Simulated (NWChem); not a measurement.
# CrSOClF; SMILES [O]=[Cr]([F])(=[S])[Cl]

Problem. Give the equilibrium geometry at PBE-D3(BJ)/def2-SVP (NWChem) as a list of bonds and angles, with the point group.

Solution. point group C1; any orientation.
Bonds (Å): Cr1–O2 1.552, Cr1–S3 2.002, Cr1–F4 1.705, Cr1–Cl5 2.129. Angles (°): O2–Cr1–S3 108.6, O2–Cr1–F4 110.0, O2–Cr1–Cl5 108.6, S3–Cr1–F4 109.7, S3–Cr1–Cl5 108.4, F4–Cr1–Cl5 111.4.
